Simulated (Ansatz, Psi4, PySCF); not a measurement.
H3Cl2GaN (SMILES [NH3]->[Ga+]([Cl])[Cl]), charge +1, singlet, at a GFN2-xTB geometry (such geometries of metal compounds can be far from the true shape). Base run: B3LYP/def2-SVP (PySCF).

PySCF was given this input:
```python
from pyscf import gto, scf, dft

mol = gto.M(
    atom='''
Ga    0.000646    0.028788    0.009376
Cl    1.411282    0.969400   -1.160192
Cl   -1.442807    0.273525    1.457987
N     0.049411   -2.092233   -0.506659
H    -0.476212   -2.279395   -1.368510
H    -0.361775   -2.676016    0.229964
H     1.008006   -2.421120   -0.667990
''',
    basis='def2-svp',
    charge=1,
    spin=0,
    verbose=3,
)

mf = dft.RKS(mol)
mf.xc = 'b3lyp'
mf.kernel()
```

The same geometry, method and basis name were run in Ansatz (a program for electronic structure) and Psi4 and PySCF, at each program's defaults and at the settings that a row names. The base is PySCF at its defaults. Differences at the defaults can come from grids, fitting, cores and function types together.

```json
[
 {"code and settings": "PySCF, defaults (exact integrals, its default grid, spherical functions)", "ΔE vs base (µEh)": "0.0", "basis functions": "97", "E (Eh)": "-2901.17805", "SCF cycles": "9"},
 {"code and settings": "Psi4, defaults (density fitting with its default set, its default grid, spherical functions)", "ΔE vs base (µEh)": "-3.5", "basis functions": "97", "E (Eh)": "-2901.17805", "SCF cycles": "10"},
 {"code and settings": "Ansatz, defaults (factorised integrals, its default grid, spherical functions)", "ΔE vs base (µEh)": "2.5", "basis functions": "97", "E (Eh)": "-2901.17805", "SCF cycles": "-"},
 {"code and settings": "PySCF, density fitting with def2-universal-jkfit", "ΔE vs base (µEh)": "-22.8", "basis functions": "97", "E (Eh)": "-2901.17807", "SCF cycles": "9"},
 {"code and settings": "PySCF, fine grid", "ΔE vs base (µEh)": "1.1", "basis functions": "97", "E (Eh)": "-2901.17805", "SCF cycles": "9"},
 {"code and settings": "Psi4, exact integrals, spherical functions, fine grid", "ΔE vs base (µEh)": "-1.1", "basis functions": "97", "E (Eh)": "-2901.17805", "SCF cycles": "13"},
 {"code and settings": "Ansatz, high accuracy", "ΔE vs base (µEh)": "0.5", "basis functions": "97", "E (Eh)": "-2901.17805", "SCF cycles": "-"}
]
```
